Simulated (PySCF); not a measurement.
## NaSr and its ions

PBE; Na def2-SVP, Sr def2-SVP with ECP28; scalar-relativistic core potentials (PySCF 2.14). Neutral (UKS): doublet (σ ↑), Re = 3.865 Å, ωe = 91.8 cm⁻¹, De = 0.31 eV, HOMO -2.70 eV, LUMO -2.19 eV.

NaSr⁺ (UKS): singlet (closed shell), Re = 3.679 Å, ωe = 117 cm⁻¹, De = 1.19 eV to Na⁺ + Sr. The energies at the minima are -192.78419 hartree for NaSr and -192.62250 for NaSr⁺.

**Question.** Work out the adiabatic ionisation energy, without and with harmonic zero-point energies (1 hartree = 27.2114 eV, 1 eV = 8065.5 cm⁻¹), and the change of the bond length.

**Answer.** At PBE: 0.16169 hartree = 4.400 eV between the minima; the zero-point term (117.0 − 91.8)/2 cm⁻¹ = +0.002 eV makes it 4.401 eV. Re changes by -18.6 pm against the neutral. The electron leaves a σ orbital, and the shorter bond of the ion fits an antibonding orbital, or a change in how ionic the bond is.

Closed-shell solutions of metal pairs were not tested for spin polarisation, which can lower them a little. Weak bonds: NaSr. Basis-set superposition, not corrected here, can be much of De in a small basis, most of all at correlated wavefunction levels. For an ion De counts to the pair picked by the measured ionisation energies or electron affinities, which need not be the lowest pair at this level. States were picked by a PBE0 search and need not be the measured ground states.
